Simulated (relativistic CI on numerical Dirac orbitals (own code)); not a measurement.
## What each ingredient does to the levels of Al X

Base calculation: Dirac-Coulomb-Breit CI, separate exchange-only KLI orbitals for each configuration, a model potential for QED, unscaled Slater integrals.

CI space (outside the closed core 1s2): 2s2, 2s 2p, 2p2, 2p 3s, 2p 3p, 2s 3s, 2s 3p, 2s 3d, 2s 4s, 2s 4p, 2s 4d, 2s 4f, 3s2, 3s 3p, 3p2. Levels of other configurations are missing.

The lowest level and the first level of each name with at least 55 % of one term (blank where a level has no safe partner in the second run):

```tsv
Level	Base (cm⁻¹)	Shift (cm⁻¹)
2s2 1S_0	0	0
2s 2p 3P°_0	156309	-420
2s 2p 3P°_1	157945	-181
2s 2p 3P°_2	161539	+121
2s 2p 1P°_1	313618	-69
2p2 3P_0	407387	-506
2p2 3P_1	409308	-371
2p2 3P_2	412466	+91
2p2 1D_2	457003	-38
2p2 1S_0	567070	-390
2s 3s 3S_1	1854218	+359
2s 3s 1S_0	1883194	+331
2s 3p 1P°_1	1926742	+334
2s 3p 3P°_0	1928998	+209
2s 3p 3P°_1	1929600	+303
2s 3p 3P°_2	1930467	+367
2s 3d 3D_1	1966026	+422
2s 3d 3D_2	1966196	+465
2s 3d 3D_3	1966489	+493
2s 3d 1D_2	1996393	+439
2p 3s 3P°_0	2053096	-42
2p 3s 3P°_1	2054763	+105
```

At this charge energies of transitions that change n are usually good to better than 1 %, and those within a shell (Δn = 0) to a few per cent.

Problem. One thing was changed in a second run, which moved the levels as shown. Which?
A. QED terms removed
B. configuration mixing switched off
C. Breit term removed
D. valence Slater integrals scaled by 0.9

Solution. C. Breit term removed. The Breit term mainly narrows fine-structure intervals, so removing it widens them.
